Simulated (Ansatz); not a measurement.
Calculation: Ansatz (an electronic-structure program) with frozen-core CCSD(T)/def2-TZVPP // B3LYP-D3(BJ)/def2-TZVP.

Ansatz 0.2 input:
```yaml
crystal:
  periodic: [false, false, false]
  atoms:
    - { symbol: N, position_ang: [1.841984, -0.281634, -0.268262] }
    - { symbol: In, position_ang: [-0.044342, 0.426874, -0.049864] }
    - { symbol: N, position_ang: [-1.752374, -0.580707, 0.368866] }
    - { symbol: Cl, position_ang: [-0.286288, 2.75616, -0.321596] }
    - { symbol: H, position_ang: [2.069921, -1.106471, 0.27141] }
    - { symbol: H, position_ang: [2.56058, 0.416002, -0.123963] }
    - { symbol: H, position_ang: [-1.795544, -1.535366, 0.036718] }
    - { symbol: H, position_ang: [-2.593936, -0.094857, 0.086692] }
basis:
  gaussian: { orbitals: def2-TZVPP }
correlation:
  method: ccsd_t
```

Output:

```
Functional definition: HF
1425 factors; integrals over basis functions are off by at most 1.0e-3 eV
mean field evaluation 1: about -20677.7085 eV, gradient 4.9e1 eV
mean field evaluation 2: about -20677.7562 eV, gradient 4.9e1 eV
mean field evaluation 4: about -20682.5858 eV, gradient 3.0e0 eV
mean field evaluation 8: about -20682.6267 eV, gradient 1.9e-1 eV
mean field evaluation 16: about -20682.6269 eV, gradient 2.1e-6 eV
mean field -20682.62694593 eV, -760.0725210750 hartree, gradient 2.1e-6 eV, S^2 0.000000; 0 other end points of the search recorded, 0 dependent functions left out
11 core orbitals not correlated
reference -20682.62694593 eV, -760.0725210750 hartree; 17, 17 occupied and 182, 182 virtual orbitals, 1425 factors
second order -24.71763503 eV of doubles, -0.00000000 eV of singles
cycle   1  -24.62488413 eV  change    9.3e-2 eV  update   1.1e-1
cycle   2  -25.16717368 eV  change   -5.4e-1 eV  update   3.2e-2
cycle   3  -25.29563411 eV  change   -1.3e-1 eV  update   2.0e-2
cycle   4  -25.28421885 eV  change    1.1e-2 eV  update   5.8e-3
cycle   5  -25.28053034 eV  change    3.7e-3 eV  update   3.0e-3
cycle   6  -25.28150968 eV  change   -9.8e-4 eV  update   1.0e-3
cycle   7  -25.28119311 eV  change    3.2e-4 eV  update   4.9e-4
cycle   8  -25.28115263 eV  change    4.0e-5 eV  update   1.7e-4
cycle   9  -25.28124316 eV  change   -9.1e-5 eV  update   7.3e-5
cycle  10  -25.28122153 eV  change    2.2e-5 eV  update   2.6e-5
perturbative correction -0.97146659 eV, -0.0357007387 hartree
Total energy: -20708.87963405 eV, -761.0372895685 hartree
```

Cost: around 5 core-minutes (rough).
